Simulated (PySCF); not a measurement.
## Interval between two levels of Sb(2+) by level of theory

Sb(2+) [Kr] 4d10 5s2 5p1 [2P3/2, M_J = 3/2] → Sb(2+) [Kr] 4d10 5s1 5p2 [4P5/2, M_J = 5/2], as a difference of total energies. Calculation: PySCF 2.14, in x2c-SVPall-2c with one added diffuse shell each of s, p type (7s9p4d, 54 functions); the two-component X2C-1e Hamiltonian. Correlated levels: [Ar] 3d10 frozen; the 6 highest virtual spinors dropped. "Screened" scales the spin-orbit matrix elements by Boettger's factors to mimic the two-electron term; Breit and QED terms are absent.

```csv
method,interval between two levels (cm⁻¹)
GHF (spin-free),45679
GMP2 (spin-free),51149
GHF (screened spin-orbit),45305
GMP2 (screened spin-orbit),50773
```

The labels give the starting determinants; with spin-orbit coupling the two ends relaxed to ⟨J²⟩ = 3.76, ⟨L²⟩ = 2.02, ⟨S²⟩ = 0.77 and ⟨J²⟩ = 8.75, ⟨L²⟩ = 2.08, ⟨S²⟩ = 3.72.
